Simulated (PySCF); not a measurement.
Atomic charges against the basis set

Species: C3H6FNSi.
Numbering: `[CH2:1]=[N:2]/[CH:3]=[CH:4]\[SiH2:5][F:6]` (hydrogens: H7, H8 on C1; H9 on C3; H10 on C4; H11, H12 on Si5)

Geometry (PBE0-D3(BJ)/def2-SVP, Å), atoms numbered from 1 in this order:
```xyz
12
C3H6FNSi angstrom
C      2.1164   -0.9269   -0.3794
N      0.9235   -0.5486   -0.1658
C      0.6235    0.8109   -0.1013
C     -0.6558    1.1473    0.1239
Si    -1.8663   -0.2649    0.3246
F     -3.3311    0.4166    0.5755
H      2.3445   -1.9993   -0.4258
H      2.9548   -0.2187   -0.5210
H      1.4387    1.5420   -0.2373
H     -0.9472    2.2005    0.1817
H     -1.9879   -1.0899   -0.9072
H     -1.5738   -1.0974    1.5221
```

PBE0 throughout (PySCF), one geometry, spherical d and f functions. The structure is a single PBE0-D3(BJ)/def2-SVP conformer in the gas phase; no vibrational or solvent corrections. The first 7 of 11 kinds of atom are listed.

Mulliken charges (e):

```json
{"basis": "STO-3G", "functions": "40", "C1": "-0.048", "N2": "-0.244", "C3": "-0.020", "C4": "-0.244", "Si5": "+0.726", "F6": "-0.256", "H7": "+0.095"}
{"basis": "6-31G", "functions": "70", "C1": "-0.147", "N2": "-0.349", "C3": "+0.065", "C4": "-0.535", "Si5": "+0.989", "F6": "-0.484", "H7": "+0.191"}
{"basis": "pcSseg-0", "functions": "70", "C1": "-0.111", "N2": "-0.582", "C3": "+0.088", "C4": "-0.794", "Si5": "+1.157", "F6": "-0.517", "H7": "+0.250"}
{"basis": "6-31G*", "functions": "100", "C1": "-0.179", "N2": "-0.304", "C3": "+0.026", "C4": "-0.412", "Si5": "+0.758", "F6": "-0.428", "H7": "+0.195"}
{"basis": "cc-pVDZ", "functions": "118", "C1": "+0.045", "N2": "-0.199", "C3": "+0.089", "C4": "-0.201", "Si5": "+0.597", "F6": "-0.341", "H7": "+0.062"}
{"basis": "def2-SVP", "functions": "118", "C1": "+0.018", "N2": "-0.203", "C3": "+0.076", "C4": "-0.282", "Si5": "+0.722", "F6": "-0.372", "H7": "+0.077"}
{"basis": "aug-cc-pVDZ", "functions": "196", "C1": "+0.553", "N2": "-0.205", "C3": "+1.066", "C4": "+0.075", "Si5": "+0.074", "F6": "-0.639", "H7": "-0.322"}
{"basis": "6-311+G(2d,p)", "functions": "206", "C1": "-0.115", "N2": "-0.115", "C3": "-0.005", "C4": "-0.475", "Si5": "+0.839", "F6": "-0.454", "H7": "+0.141"}
{"basis": "def2-TZVP", "functions": "228", "C1": "-0.142", "N2": "-0.173", "C3": "-0.006", "C4": "-0.269", "Si5": "+0.535", "F6": "-0.355", "H7": "+0.147"}
{"basis": "cc-pVTZ", "functions": "268", "C1": "-0.107", "N2": "-0.135", "C3": "-0.001", "C4": "-0.252", "Si5": "+0.510", "F6": "-0.316", "H7": "+0.126"}
{"basis": "IGLO-III", "functions": "279", "C1": "+0.020", "N2": "-0.323", "C3": "+0.108", "C4": "-0.396", "Si5": "+1.135", "F6": "-0.519", "H7": "+0.129"}
{"basis": "pcSseg-2", "functions": "307", "C1": "+0.064", "N2": "-0.297", "C3": "+0.169", "C4": "-0.352", "Si5": "+0.925", "F6": "-0.439", "H7": "+0.071"}
```

IAO charges (e):

```json
{"basis": "STO-3G", "functions": "40", "C1": "-0.148", "N2": "-0.192", "C3": "-0.081", "C4": "-0.369", "Si5": "+0.905", "F6": "-0.374", "H7": "+0.139"}
{"basis": "6-31G", "functions": "70", "C1": "-0.134", "N2": "-0.229", "C3": "-0.044", "C4": "-0.409", "Si5": "+0.926", "F6": "-0.521", "H7": "+0.172"}
{"basis": "pcSseg-0", "functions": "70", "C1": "-0.113", "N2": "-0.240", "C3": "-0.035", "C4": "-0.419", "Si5": "+0.935", "F6": "-0.506", "H7": "+0.164"}
{"basis": "6-31G*", "functions": "100", "C1": "-0.104", "N2": "-0.241", "C3": "-0.018", "C4": "-0.442", "Si5": "+1.056", "F6": "-0.538", "H7": "+0.161"}
{"basis": "cc-pVDZ", "functions": "118", "C1": "-0.108", "N2": "-0.234", "C3": "-0.020", "C4": "-0.440", "Si5": "+1.042", "F6": "-0.537", "H7": "+0.161"}
{"basis": "def2-SVP", "functions": "118", "C1": "-0.099", "N2": "-0.237", "C3": "-0.018", "C4": "-0.437", "Si5": "+1.056", "F6": "-0.536", "H7": "+0.156"}
{"basis": "aug-cc-pVDZ", "functions": "196", "C1": "-0.111", "N2": "-0.240", "C3": "-0.021", "C4": "-0.445", "Si5": "+1.049", "F6": "-0.553", "H7": "+0.165"}
{"basis": "6-311+G(2d,p)", "functions": "206", "C1": "-0.110", "N2": "-0.241", "C3": "-0.020", "C4": "-0.455", "Si5": "+1.079", "F6": "-0.556", "H7": "+0.165"}
{"basis": "def2-TZVP", "functions": "228", "C1": "-0.110", "N2": "-0.241", "C3": "-0.018", "C4": "-0.458", "Si5": "+1.091", "F6": "-0.557", "H7": "+0.164"}
{"basis": "cc-pVTZ", "functions": "268", "C1": "-0.111", "N2": "-0.240", "C3": "-0.019", "C4": "-0.455", "Si5": "+1.078", "F6": "-0.553", "H7": "+0.165"}
{"basis": "IGLO-III", "functions": "279", "C1": "-0.112", "N2": "-0.241", "C3": "-0.020", "C4": "-0.457", "Si5": "+1.087", "F6": "-0.557", "H7": "+0.166"}
{"basis": "pcSseg-2", "functions": "307", "C1": "-0.109", "N2": "-0.242", "C3": "-0.019", "C4": "-0.457", "Si5": "+1.090", "F6": "-0.558", "H7": "+0.165"}
```

Hirshfeld charges (e):

```tsv
basis	functions	C1	N2	C3	C4	Si5	F6	H7
STO-3G	40	+0.028	-0.164	+0.007	-0.102	+0.470	-0.179	+0.034
6-31G	70	+0.019	-0.124	+0.002	-0.127	+0.400	-0.256	+0.065
pcSseg-0	70	+0.021	-0.110	-0.004	-0.130	+0.425	-0.248	+0.060
6-31G*	100	+0.022	-0.119	+0.007	-0.130	+0.373	-0.221	+0.063
cc-pVDZ	118	+0.019	-0.099	+0.001	-0.135	+0.381	-0.213	+0.060
def2-SVP	118	+0.021	-0.105	+0.002	-0.135	+0.390	-0.216	+0.060
aug-cc-pVDZ	196	+0.018	-0.121	-0.005	-0.144	+0.403	-0.230	+0.066
6-311+G(2d,p)	206	+0.022	-0.125	-0.004	-0.142	+0.405	-0.231	+0.065
def2-TZVP	228	+0.019	-0.118	-0.002	-0.141	+0.392	-0.221	+0.065
cc-pVTZ	268	+0.018	-0.113	-0.001	-0.140	+0.388	-0.217	+0.064
IGLO-III	279	+0.017	-0.121	-0.005	-0.140	+0.393	-0.221	+0.065
pcSseg-2	307	+0.018	-0.119	-0.002	-0.143	+0.401	-0.226	+0.066
```

**Question.** Which scheme is steadiest as the basis changes?

**Answer.** Largest range over the bases for any column: Hirshfeld 0.10 e, IAO 0.19 e, Mulliken 1.09 e. Hirshfeld charges move least and Mulliken charges most, counted in e. Without the minimal STO-3G basis the ranges are Hirshfeld 0.05, IAO 0.16, Mulliken 1.08 e.

**Question.** How much do the charges still move between the two largest bases, IGLO-III and pcSseg-2?

**Answer.** At most, over all atoms: Mulliken 0.209 e, IAO 0.003 e, Hirshfeld 0.008 e.

**Question.** What do the same runs give for the total energy, the frontier levels and the dipole moment?

**Answer.** 
| basis | energy (Eh) | HOMO (eV) | LUMO (eV) | μ (D) |
| --- | --- | --- | --- | --- |
| STO-3G | -554.6321 | -4.79 | 1.40 | 1.73 |
| 6-31G | -561.4606 | -7.61 | -1.67 | 4.43 |
| pcSseg-0 | -560.6233 | -7.83 | -1.88 | 4.36 |
| 6-31G* | -561.5761 | -7.43 | -1.52 | 3.77 |
| cc-pVDZ | -561.6089 | -7.53 | -1.66 | 3.78 |
| def2-SVP | -561.3054 | -7.62 | -1.76 | 3.82 |
| aug-cc-pVDZ | -561.6326 | -7.64 | -1.89 | 3.91 |
| 6-311+G(2d,p) | -561.6966 | -7.66 | -1.91 | 3.97 |
| def2-TZVP | -561.7248 | -7.64 | -1.86 | 3.87 |
| cc-pVTZ | -561.7136 | -7.61 | -1.81 | 3.81 |
| IGLO-III | -561.7295 | -7.64 | -1.89 | 3.87 |
| pcSseg-2 | -561.7306 | -7.67 | -1.91 | 3.96 |

The dipole is fixed by the density alone, so its range of 2.70 D shows that the density itself changes with the basis, not only its division among atoms.
